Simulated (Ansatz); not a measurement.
Cost and result up the ladder for TeAu2 (3 atoms). The state is a singlet with charge 0. Geometry: PBE0-D4/def2-TZVP.

```xyz
3

Au   -1.209   -0.773   -1.137
Au    1.783   -0.021    0.414
Te   -0.574    0.794    0.723
```

Ansatz on 4 threads of Arm Neoverse N1 on a shared host. Times are rough, and most runs start from the orbitals of an earlier one. r2SCAN0-D4/def2-TZVP serves as the yardstick here, not as an exact answer. Differences are given only for rows in sets of like size (and for xTB, whose basis is part of the method), since another set adds its own error. Binding counts from free atoms at the same level (Au doublet, Te triplet; other spins of the atoms weren't run), without zero-point energy or a counterpoise term.

In the def2 sets Au, Te take a core potential; there is no spin–orbit coupling. Correlated methods freeze 4 core orbitals; core or outer-core shells of Au, Te are correlated, in sets that lack core-valence functions. The structure comes from a short search, and lower isomers may exist.

Correlated methods converge slowly with the basis.

| level | functions | wall time |
| --- | --- | --- |
| PBE-D4/def2-SVP | 90 | 1.4 s |
| PBE-D4/def2-TZVP | 130 | 2.2 s |
| HF/def2-TZVP | 130 | 2.3 s |
| PBE0-D4/def2-SVP | 90 | 2.3 s |
| PBE-D4/def2-TZVPD | 145 | 2.4 s |
| revPBE-D4/def2-TZVP (with forces) | 130 | 2.6 s |
| PBE0-D4/def2-TZVP | 130 | 2.9 s |
| PBE0-D4/def2-TZVPD | 145 | 3.4 s |
| BHLYP-D4/def2-TZVP | 130 | 3.7 s |
| r2SCAN-D4/def2-TZVP | 130 | 4.3 s |
| r2SCAN-D4/def2-TZVPD | 145 | 5.5 s |
| r2SCAN0-D4/def2-TZVP | 130 | 5.5 s |
| RPA@PBE/def2-TZVP | 130 | 5.5 s |
| PBE-QIDH/def2-TZVP | 130 | 6 s |

Q: Estimate what each level gives for the binding energy per atom (eV).

A: 
```tsv
level	binding energy per atom (eV)	difference from r2SCAN0-D4/def2-TZVP (eV)
PBE-D4/def2-SVP	1.65	–
PBE-D4/def2-TZVP	1.72	0.19
HF/def2-TZVP	0.62	-0.91
PBE0-D4/def2-SVP	1.50	–
PBE-D4/def2-TZVPD	1.74	0.21
revPBE-D4/def2-TZVP (with forces)	1.59	0.06
PBE0-D4/def2-TZVP	1.57	0.04
PBE0-D4/def2-TZVPD	1.59	0.06
BHLYP-D4/def2-TZVP	1.38	-0.15
r2SCAN-D4/def2-TZVP	1.66	0.13
r2SCAN-D4/def2-TZVPD	1.68	0.15
r2SCAN0-D4/def2-TZVP	1.53	0.00
RPA@PBE/def2-TZVP	1.41	-0.12
PBE-QIDH/def2-TZVP	1.56	0.03
```
